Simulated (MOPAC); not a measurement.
Input for MOPAC: PM3 on InB, 2S+1 = 3, a spin state set in the input, which need not be the lowest, a point of a bond scan (R = 2.112 Å).

```
PM3 1SCF PRECISE CHARGE=0 UHF MS=1 THREADS=1
BIn

B      0.00000000 1     0.00000000 1     0.00000000 1
In     0.00000000 1     0.00000000 1     2.11157600 1
```

It printed:

```
*******************************************************************************
 **                                                                           **
 **                              MOPAC v23.2.5                                **
 **                                                                           **
 *******************************************************************************
 ** MOPAC's Digital Object Identifier: https://doi.org/10.5281/zenodo.6511958 **
 **                                                                           **
 ** Please cite the open-source release paper for use of this MOPAC version:  **
 ** J. E. Moussa and J. J. P. Stewart (2026)                                  **
 ** MOPAC: An open-source semiempirical molecular orbital program             **
 ** J. Open Source Softw., 11(119), 8025, https://doi.org/10.21105/joss.08025 **
 *******************************************************************************

                              PM3 CALCULATION RESULTS

 *******************************************************************************
 *  PM3        - The PM3 Hamiltonian to be used
 *  UHF        - UNRESTRICTED HARTREE-FOCK CALCULATION
 *
 *
 *
 *                 CHARGE ON SYSTEM = 0
 *
 *
 *
 *  MS=        - IN MECI, MAGNETIC COMPONENT OF SPIN =  1.0
 *  PRECISE    - TIGHTER CRITERIA TO BE USED
 *  1SCF       - DO 1 SCF AND THEN STOP
 *  THREADS=1  - MULTI-THREADING NOT USED
 *  T=         - A TIME OF 172800.0 SECONDS REQUESTED
 *  DUMP=N     - RESTART FILE WRITTEN EVERY 7200.0 SECONDS REQUESTED
 *******************************************************************************
PM3 1SCF PRECISE CHARGE=0 UHF MS=1 THREADS=1
 BIn

   ATOM   CHEMICAL          X               Y               Z
  NUMBER   SYMBOL      (ANGSTROMS)     (ANGSTROMS)     (ANGSTROMS)

     1       B          0.00000000  *   0.00000000  *   0.00000000  *
     2      In          0.00000000  *   0.00000000  *   2.11157600  *



          CARTESIAN COORDINATES

    NO.       ATOM           X           Y           Z

     1         B          0.0000      0.0000      0.0000
     2        In          0.0000      0.0000      2.1116

  B: (PM3): J. J. P. STEWART, J. MOL. MOD., 10, 155-164 (2004)
 In: (PM3): J. J. P. STEWART, J. COMP. CHEM. 12, 320-341 (1991).

           Empirical Formula: B In  =     2 atoms



      MOLECULAR POINT GROUP   :   C*v


          UHF CALCULATION, NO. OF ALPHA ELECTRONS =    4
                           NO. OF BETA  ELECTRONS =    2

 -------------------------------------------------------------------------------
 PM3 1SCF PRECISE CHARGE=0 UHF MS=1 THREADS=1
 BIn



     1SCF WAS SPECIFIED, SO BFGS WAS NOT USED
     SCF FIELD WAS ACHIEVED


                              PM3 CALCULATION
                                                       MOPAC v23.2.5 Linux




          FINAL HEAT OF FORMATION =        142.42502 KCAL/MOL =     595.90629 KJ/MOL


          COSMO AREA              =         86.79 SQUARE ANGSTROMS
          COSMO VOLUME            =         71.48 CUBIC ANGSTROMS

          IONIZATION POTENTIAL    =          9.416037 EV
          ALPHA SOMO LUMO (EV)    =         -9.416 -4.038
          BETA  SOMO LUMO (EV)    =        -12.273 -1.896
          NO. OF ALPHA ELECTRONS  =          4
          NO. OF BETA  ELECTRONS  =          2
          MOLECULAR WEIGHT        =        125.6300         POINT GROUP:  C*v

          MOLECULAR DIMENSIONS (Angstroms)

            Atom       Atom       Distance
           In     2    B     1     2.11158
           In     2    B     1     0.00000
            B     1   In     2     0.00000


          SCF CALCULATIONS        =          1





   ATOM   CHEMICAL          X               Y               Z
  NUMBER   SYMBOL      (ANGSTROMS)     (ANGSTROMS)     (ANGSTROMS)

     1       B          0.00000000  *   0.00000000  *   0.00000000  *
     2      In          0.00000000  *   0.00000000  *   2.11157600  *

                             CARTESIAN COORDINATES

   1    B        0.000000000     0.000000000     0.000000000
   2   In        0.000000000     0.000000000     2.111576000


           Empirical Formula: B In  =     2 atoms



      MOLECULAR POINT GROUP   :   C*v


          ALPHA EIGENVALUES
 -23.85289 -13.73670  -9.41604  -9.41604  -4.03837  -0.64561  -0.64561   0.26036


           BETA EIGENVALUES
 -24.23841 -12.27256  -1.89604  -1.89604  -0.62635  -0.18520   0.44945   0.44945


              NET ATOMIC CHARGES AND DIPOLE CONTRIBUTIONS

  ATOM NO.   TYPE          CHARGE      No. of ELECS.   s-Pop       p-Pop
    1          B           0.543768        2.4562     1.81020     0.64603
    2         In          -0.543768        3.5438     1.29403     2.24973
 DIPOLE           X         Y         Z       TOTAL
 POINT-CHG.     0.000     0.000    -5.515     5.515
 HYBRID         0.000     0.000     1.403     1.403
 SUM            0.000     0.000    -4.112     4.112


          ATOMIC ORBITAL ELECTRON POPULATIONS

     Atom    s        px        py        pz
    1  B   1.81020   0.08721   0.08721   0.47162
    2 In   1.29403   0.91279   0.91279   0.42415


                    (SZ)    =    1.000000
                    (S**2)  =    2.720508


          ATOMIC ORBITAL SPIN POPULATIONS

    Atom   Total    s     px     py     pz
         Atomic
    1  B -0.3110 -0.062  0.087  0.087 -0.423
    2 In  2.3110  0.557  0.913  0.913 -0.072

 **********************
 *                    *
 * JOB ENDED NORMALLY *
 *                    *
 **********************




 == MOPAC DONE ==
```

The run finished. Its determinant has ⟨S²⟩ = 2.72, a mixture of spin states.

Cost: roughly 0.020 core-seconds.
